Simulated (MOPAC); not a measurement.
MOPAC input (PM3):

```
PM3 PRECISE GNORM=0.05 LET XYZ CHARGE=-1 GEO-OK AUX(PRECISION=9) THREADS=1
HBI

B    -1.03929900 1   -1.88543600 1    0.43995800 1
H    -1.94445200 1   -1.63127500 1   -0.36109000 1
I     0.13473500 1    0.20865000 1   -0.03469200 1
```

Output:

```
 *******************************************************************************
 **                                                                           **
 **                              MOPAC v23.2.5                                **
 **                                                                           **
 *******************************************************************************
 ** MOPAC's Digital Object Identifier: https://doi.org/10.5281/zenodo.6511958 **
 **                                                                           **
 ** Please cite the open-source release paper for use of this MOPAC version:  **
 ** J. E. Moussa and J. J. P. Stewart (2026)                                  **
 ** MOPAC: An open-source semiempirical molecular orbital program             **
 ** J. Open Source Softw., 11(119), 8025, https://doi.org/10.21105/joss.08025 **
 *******************************************************************************

                              PM3 CALCULATION RESULTS

 *******************************************************************************
 *  PM3        - The PM3 Hamiltonian to be used
 *  GEO-OK     - OVERRIDE INTERATOMIC DISTANCE AND OTHER SAFETY CHECKS
 *
 *
 *
 *                 CHARGE ON SYSTEM = -1
 *
 *
 *
 *  LET        - OVERRIDE SOME SAFETY CHECKS
 *  PRECISE    - TIGHTER CRITERIA TO BE USED
 *  XYZ        - CARTESIAN COORDINATE SYSTEM TO BE USED
 *  GNORM      - EXIT WHEN GRADIENT NORM DROPS BELOW 0.050
 *  AUX        - OUTPUT AUXILIARY INFORMATION
 *******************************************************************************
PM3 PRECISE GNORM=0.05 LET XYZ CHARGE=-1 GEO-OK AUX(PRECISION=9) THREADS=1
 HBI

   ATOM   CHEMICAL          X               Y               Z
  NUMBER   SYMBOL      (ANGSTROMS)     (ANGSTROMS)     (ANGSTROMS)

     1       B         -1.03929900  *  -1.88543600  *   0.43995800  *
     2       H         -1.94445200  *  -1.63127500  *  -0.36109000  *
     3       I          0.13473500  *   0.20865000  *  -0.03469200  *

          CARTESIAN COORDINATES

    NO.       ATOM           X           Y           Z

     1         B         -1.0393     -1.8854      0.4400
     2         H         -1.9445     -1.6313     -0.3611
     3         I          0.1347      0.2087     -0.0347

  H: (PM3): J. J. P. STEWART, J. COMP. CHEM. 10, 209 (1989).
  B: (PM3): J. J. P. STEWART, J. MOL. MOD., 10, 155-164 (2004)
  I: (PM3): J. J. P. STEWART, J. COMP. CHEM. 10, 209 (1989).

           Empirical Formula: H B I  =     3 atoms

      MOLECULAR POINT GROUP   :   Cs

      RHF CALCULATION, NO. OF DOUBLY OCCUPIED LEVELS = 6

          Geometry optimization using EF

          DIAGONAL MATRIX USED AS START HESSIAN

 CYCLE:     1  GRAD.:    32.795 HEAT:  22.51064
 CYCLE:     2  GRAD.:    46.155 HEAT:  21.35571
 CYCLE:     3  GRAD.:    11.084 HEAT:  20.00694
 CYCLE:     4  GRAD.:     5.006 HEAT:  19.76595
 CYCLE:     5  GRAD.:     2.807 HEAT:  19.68526
 CYCLE:     6  GRAD.:     0.918 HEAT:  19.62862
 CYCLE:     7  GRAD.:     0.175 HEAT:  19.62505
 CYCLE:     8  GRAD.:     0.053 HEAT:  19.62500
 CYCLE:     9  GRAD.:     0.007 HEAT:  19.62499

     GRADIENT =  0.00679 IS LESS THAN CUTOFF =  0.05000

 -------------------------------------------------------------------------------
 PM3 PRECISE GNORM=0.05 LET XYZ CHARGE=-1 GEO-OK AUX(PRECISION=9) THREADS=1
 HBI

     GEOMETRY OPTIMISED USING EIGENVECTOR FOLLOWING (EF).
     SCF FIELD WAS ACHIEVED

                              PM3 CALCULATION
                                                       MOPAC v23.2.5 Linux

          FINAL HEAT OF FORMATION =         19.62499 KCAL/MOL =      82.11097 KJ/MOL

          COSMO AREA              =         97.04 SQUARE ANGSTROMS
          COSMO VOLUME            =         81.74 CUBIC ANGSTROMS

          GRADIENT NORM           =          0.00679          =       0.00392 PER ATOM
          IONIZATION POTENTIAL    =          2.179192 EV
          HOMO LUMO ENERGIES (EV) =         -2.179  7.613
          NO. OF FILLED LEVELS    =          6
          MOLECULAR WEIGHT        =        138.7224         POINT GROUP:  Cs

          MOLECULAR DIMENSIONS (Angstroms)

            Atom       Atom       Distance
            I     3    H     2     3.02784
            H     2    B     1     1.04492
            I     3    H     2     0.00000

          SCF CALCULATIONS        =         10

   ATOM   CHEMICAL          X               Y               Z
  NUMBER   SYMBOL      (ANGSTROMS)     (ANGSTROMS)     (ANGSTROMS)

     1       B         -1.13832357  *  -2.01173013  *   0.44855932  *
     2       H         -2.02895397  *  -1.80148785  *  -0.31475536  *
     3       I          0.17116702  *   0.26067938  *  -0.04133168  *

                             CARTESIAN COORDINATES

   1    B       -1.138323571    -2.011730130     0.448559323
   2    H       -2.028953970    -1.801487849    -0.314755357
   3    I        0.171167025     0.260679380    -0.041331677

           Empirical Formula: H B I  =     3 atoms

      MOLECULAR POINT GROUP   :   Cs

                  EIGENVALUES
 -15.66759  -5.87844  -4.96032  -4.66176  -4.48149  -2.17919   7.61333   8.02999
  10.83821

              NET ATOMIC CHARGES AND DIPOLE CONTRIBUTIONS

  ATOM NO.   TYPE          CHARGE      No. of ELECS.   s-Pop       p-Pop
    1          B           0.268632        2.7314     1.83041     0.90096
    2          H          -0.373048        1.3730     1.37305
    3          I          -0.895584        7.8956     1.98143     5.91415
 DIPOLE           X         Y         Z       TOTAL
 POINT-CHG.     1.686    -0.160     1.296     2.132
 HYBRID        -1.226     1.227    -1.636     2.384
 SUM            0.460     1.067    -0.340     1.211

          ATOMIC ORBITAL ELECTRON POPULATIONS

     Atom    s        px        py        pz
    1  B   1.83041   0.39279   0.14977   0.35840
    2  H   1.37305
    3  I   1.98143   1.97871   1.94139   1.99405

 **********************
 *                    *
 * JOB ENDED NORMALLY *
 *                    *
 **********************

 == MOPAC DONE ==
```

The dipole moment of an ion depends on the origin.

The geometry given is a B3LYP-D3(BJ)/def2-TZVP minimum.
